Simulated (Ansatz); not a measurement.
Input file for Ansatz (a program for electronic structure): U-PBE/def2-TZVPP on CClF (SMILES F[C]Cl), 2S+1 = 1, a spin state set in the input, which need not be the lowest, at the other state's geometry.

Ansatz 0.2 input:
```yaml
crystal:
  periodic: [false, false, false]
  atoms:
    - {symbol: F, position_ang: [-1.61116548, -0.20634261, 0.00000000]}
    - {symbol: C, position_ang: [-0.52682774, 0.53976463, 0.00000000]}
    - {symbol: Cl, position_ang: [1.03890917, -0.08126495, 0.00000000]}
basis:
  gaussian:
    orbitals: def2-TZVPP
hamiltonian:
  xc: {name: PBE}
magnetization: {spin_polarized: true, initial_magnetization: 0}
```

The head of its log:

```
WARN ansatz: RAYON_NUM_THREADS=2 ignored (pool sized by the plan → 2); use --threads N
Functional definition: PBE
integrals: 0.02 GiB planned
630 factors; their error is unknown
mean field: 0.28 GiB planned
mean field evaluation 1: about -16264.5154 eV, gradient 2.1e1 eV
mean field evaluation 2: about -16258.6639 eV, gradient 3.9e1 eV
```

Give the final energy of this run.

-597.7794 hartree.
